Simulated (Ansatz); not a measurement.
`[H]/C=C/c1ccc(/C=C/c2ccc(/C=C/c3ccccc3)cc2)cc1`. Charge 0, multiplicity 1. Geometry PBE-D4/def2-SVP.

```xyz
44

H    -4.518   -9.074   -3.054
C    -3.965   -8.125   -2.995
C    -3.909   -7.422   -1.841
C    -3.218   -6.149   -1.605
C    -2.472   -5.471   -2.600
C    -1.837   -4.263   -2.322
C    -1.904   -3.661   -1.038
C    -1.212   -2.398   -0.809
C    -1.130   -1.708    0.365
C    -0.437   -0.447    0.593
C     0.243    0.273   -0.427
C     0.895    1.471   -0.159
C     0.910    2.031    1.148
C     1.578    3.284    1.481
C     2.245    4.109    0.625
C     2.915    5.365    0.958
C     2.988    5.886    2.275
C     3.641    7.095    2.536
C     4.240    7.822    1.491
C     4.180    7.323    0.181
C     3.528    6.111   -0.079
C     0.233    1.314    2.165
C    -0.423    0.112    1.896
C    -2.653   -4.340   -0.043
C    -3.289   -5.548   -0.324
H    -3.470   -7.785   -3.919
H    -4.435   -7.828   -0.958
H    -2.389   -5.901   -3.610
H    -1.261   -3.757   -3.114
H    -0.704   -1.987   -1.698
H    -1.626   -2.126    1.258
H     0.257   -0.120   -1.455
H     1.408    1.991   -0.981
H     1.514    3.567    2.545
H     2.299    3.832   -0.441
H     2.529    5.334    3.109
H     3.684    7.478    3.567
H     4.753    8.773    1.701
H     4.647    7.881   -0.645
H     3.483    5.723   -1.110
H     0.226    1.721    3.189
H    -0.941   -0.420    2.709
H    -2.741   -3.911    0.966
H    -3.865   -6.054    0.468
```

Single mean-field runs in def2-SVP, def2-TZVP are fitted with def2-universal-jkfit.

(1) Estimate the orbital energies around the gap (eV) in Ansatz with PBE-D4/def2-TZVP, r2SCAN-D4/def2-TZVP, PBE0-D4/def2-SVP, CAM-B3LYP-D4/def2-TZVP, ωB97M-V/def2-TZVP.

Results:

(1) 
```csv
orbital,PBE-D4/def2-TZVP,r2SCAN-D4/def2-TZVP,PBE0-D4/def2-SVP,CAM-B3LYP-D4/def2-TZVP,ωB97M-V/def2-TZVP
HOMO−9,-8.05,-8.35,-9.51,-10.94,-11.80
HOMO−8,-7.89,-8.18,-9.34,-10.75,-11.61
HOMO−7,-7.78,-8.04,-8.97,-10.35,-11.36
HOMO−6,-7.12,-7.35,-8.21,-9.53,-10.49
HOMO−5,-6.44,-6.63,-7.43,-8.65,-9.56
HOMO−4,-6.43,-6.62,-7.41,-8.63,-9.54
HOMO−3,-6.39,-6.58,-7.37,-8.58,-9.48
HOMO−2,-6.37,-6.55,-7.34,-8.56,-9.46
HOMO−1,-5.59,-5.73,-6.42,-7.52,-8.35
HOMO,-4.85,-4.94,-5.55,-6.54,-7.32
LUMO,-2.90,-2.84,-2.18,-1.29,-0.48
LUMO+1,-2.15,-2.03,-1.25,-0.32,0.54
LUMO+2,-1.42,-1.24,-0.33,0.59,1.49
LUMO+3,-1.30,-1.12,-0.23,0.72,1.61
LUMO+4,-1.26,-1.08,-0.20,0.77,1.68
LUMO+5,-1.14,-0.95,-0.08,0.92,1.84
```
